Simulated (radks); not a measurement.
These are the eigenvalues of the occupied orbitals of an atom or ion with whole-number occupations (eV). All-electron calculation, scalar-relativistic Kohn-Sham, LDA (Slater exchange, VWN5 correlation), spin-unpolarised, spherical densities, finite nucleus; Fermi nuclear charge, rms radius of each element as measured or else 0.836 A^(1/3) + 0.57 fm. Program: a radial shooting solver on a logarithmic mesh with Libxc functionals.

1s: -229.2059

Which element is it, and in what charge state? The configuration may be excited.

Answer. Z = 5, boron, charge +3: B3+ in [He]. The 1s level, -8.4232 hartree, gives Z - s = 4.1 by -(Z - s)^2/2, which with screening and relativity narrows Z to a few neighbours, and the depths must fix Z and the occupations together.
